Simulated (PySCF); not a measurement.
Below is a simulated gas-phase C 1s photoelectron spectrum of `C[BH2-]CCl`.

Every computed line was given a Gaussian of 0.5 eV full width at half maximum and an area set by the number of equivalent atoms; the highest printed point is 100. Method: delta-SCF UKS SCAN, pcX-2 on the ionised atom, pcseg-1 elsewhere, spin-free X2C (PySCF).

(binding energy (eV), intensity): (284.1, 1), (284.2, 2), (284.3, 7), (284.4, 19), (284.5, 40), (284.6, 68), (284.7, 92), (284.8, 100), (284.9, 87), (285.0, 61), (285.1, 34), (285.2, 15), (285.3, 6), (285.4, 2), (285.5, 1), (285.6, 2), (285.7, 7), (285.8, 19), (285.9, 41), (286.0, 69), (286.1, 93), (286.2, 100), (286.3, 86), (286.4, 60), (286.5, 33), (286.6, 15), (286.7, 5), (286.8, 1), (286.9, 0)

Problem. How many maxima does the curve show, and how many computed lines lie under it?

Solution. The curve has 2 maxima (at 284.8 and 286.2 eV). Under it lie 2 lines from 2 inequivalent carbon sites.

Problem. Decompose the envelope and assign each component. Numbering: `[CH3:1][BH2-:2][CH2:3][Cl:4]`.

Solution. 
| position (eV) | relative area | line | atoms | environment |
| --- | --- | --- | --- | --- |
| 284.79 | 1 | C 1s | C1 | sp3 carbon bound to boron |
| 286.18 | 1 | C 1s | C3 | sp3 C–Cl carbon |

Problem. What are the centre and the root-mean-square width of the whole band?

Solution. The area-weighted mean of the lines is 285.49 eV. Their own spread about it is 0.70 eV (rms) and each Gaussian has σ = 0.5/2.355 = 0.21 eV; the variances add, which gives 0.73 eV.

Problem. Above which line width would these two lines show one maximum?

Solution. Two equal Gaussians merge once their distance is under 2σ = FWHM/1.177. With 1.40 eV between them that is a full width over 1.65 eV.

Lowest listed C 1s: C1, bonded to 3 H and B. Highest, 1.39 eV above it: C3, bonded to Cl, 2 H and B. Summing the Pauling electronegativity differences to the bonded atoms, each weighted by its formal bond order, gives -1.56 for the lowest site and -0.60 for the highest.

No satellites, vibrations or lifetime broadening are included. The species carries charge -1, so core ionisation leaves a neutral species. The basis sets have no added diffuse functions. One conformer (not necessarily the lowest) at the PBE0-D3(BJ)/def2-SVP geometry, without solvent, vibrations or thermal averaging.

Shape of the structure used: `[CH3:1][BH2-:2][CH2:3][Cl:4]`: C1–B2–C3–Cl4 180°.
